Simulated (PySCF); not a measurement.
Numbering as in the mapped SMILES `[F:1][C:2]([F:3])([F:4])[CH:5]([SiH3:6])[SiH3:7]` (H(Xn): hydrogen on atom n).

[PySCF 2.14: shielding tensors at PBE0/pcSseg-1 (GIAO); GFN2-xTB geometry; equivalent nuclei averaged; no solvent model; one computed conformer; no relativistic terms]

Shifts are taken against calculated references (same method and geometry level): 13C (186.93 ppm), 1H (31.72 ppm), 29Si (349.16 ppm) against TMS; CFCl3 for 19F (170.95 ppm).

| atoms | nucleus | count | δ (ppm) |
| --- | --- | --- | --- |
| H(Si6)/H(Si7) | 1H | 6 | 4.11 |
| F1/F3/F4 | 19F | 3 | -67.9 |
| H(C5) | 1H | 1 | 1.30 |
| C5 | 13C | 1 | ? |
| C2 | 13C | 1 | ? |
| Si6/Si7 | 29Si | 2 | -70.1 |

Estimate the values marked ?.

## Answers


- C2: 138.7 ppm, CF3 carbon; 3 electronegative neighbours deshield it
- C5: 14.1 ppm, sp3 CH bonded to 2 Si

Shifts are as computed. Against solution values, carbons near 30 ppm lie about +3 ppm off and those near 130 ppm about +5 ppm. Of 1211 compounds with measured shifts, 218 miss one by over three times the rms of a fit or turn the order of signals round; such compounds aren't used in these exercises. Unscaled 19F shifts against computed CFCl3 carry errors that often reach 10 to 50 ppm.
